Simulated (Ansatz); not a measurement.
The lowest singlet and triplet of ClGa (SMILES [Cl][Ga]); geometries from B3LYP-D3(BJ)/def2-TZVP, each state relaxed from the structure named, with no frequency check.
Singlet (charge 0, multiplicity 1):
```xyz
2

Cl     0.0000     0.0000    -1.4460
Ga     0.0000     0.0000     0.7929
```
Triplet (charge 0, multiplicity 3):
```xyz
2

Cl     0.000     0.000    -1.419
Ga     0.000     0.000     0.778
```

A positive gap puts the triplet lower; no zero-point energy. R- takes a restricted singlet. U- takes an unrestricted singlet (broken symmetry where lower, unprojected). The triplet is unrestricted in single-reference levels. Active spaces average the two states.

Frozen-core correlation. Filled d and f shells under p-block atoms count as core.

Programs: Ansatz (Gaussian orbitals). 

```
level                                        gap E(singlet) − E(triplet), adiabatic (kJ/mol)
-------------------------------------------  -----------------------------------------------
U-r2SCAN/def2-TZVPP                                                                   -324.7
U-wB97X-V/def2-TZVPP                                                                       ?
U-MP2/def2-TZVPP                                                                      -311.5
R-MP2/def2-QZVPP                                                                      -312.7
R-CCSD/def2-SVP                                                                       -319.8
U-CCSD/def2-TZVPP                                                                     -321.9
FIC-NEVPT4(SD) on SA-CASSCF(2,3)/def2-SVP                                             -324.7
FIC-NEVPT4(SD) on SA-CASSCF(2,3)/def2-QZVPP                                           -327.6
FIC-MRCISD+Q on SA-CASSCF(2,3)/def2-TZVPP                                             -326.3
```

Q: What belongs in the gaps?

A: 
- U-wB97X-V/def2-TZVPP, gap E(singlet) − E(triplet), adiabatic (kJ/mol): -349.9

Ansatz is a program for electronic structure.
